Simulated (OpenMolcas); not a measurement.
Ir2+ among 3 point charges of -2 e arranged as a planar triangle (D3h).

```json
{
  "Program": "OpenMolcas 26.06",
  "Method": "CASSCF",
  "Basis": "ANO-RCC-VDZP [7s6p4d2f]",
  "Scalar Hamiltonian": "DKH2, point nucleus",
  "Active space": "7 electrons in 5 orbitals (5d)",
  "State averaging": "2S+1 = 4 even, 10 roots; 2S+1 = 2 even, 40 roots",
  "Spin-orbit coupling": "RASSI with atomic mean-field integrals over the reference wave functions"
}
```

All point charges move together. At R = 1.98 Å the first state of the same spin is 5384 cm-1, and at R = 2.42 Å it is 1002 cm-1.

Problem. A third run gives 2494 cm-1. What distance was it run at?

Solution. With a power law R^-n the two known points give n = -ln(1002 / 5384) / ln(2.42 / 1.98) = 8.38. Then R = 1.98 × (5384 / 2494)^(1/8.38) = 2.170 Å. The run was at 2.2 Å, so the estimate is off by -0.030 Å.

An orbital doublet at a regular site is open to a Jahn-Teller distortion, which this geometry leaves out. Without dynamic correlation the repulsion within the d shell is too large (B by tens of per cent), so at a given field states of lower spin stand too high. Point charges give a weaker field than real ligands, and real ions of this kind are as a rule low spin; the high spin found here belongs to the model. Spin-orbit coupling mixes the spin-free states strongly: the lowest level takes only 68 % from its leading state, 4E (figures for R = 2.2; the like holds for R = 2.42). Point charges carry no covalency, so the field is a model and not that of real ligands. No measured value stands beside these numbers.
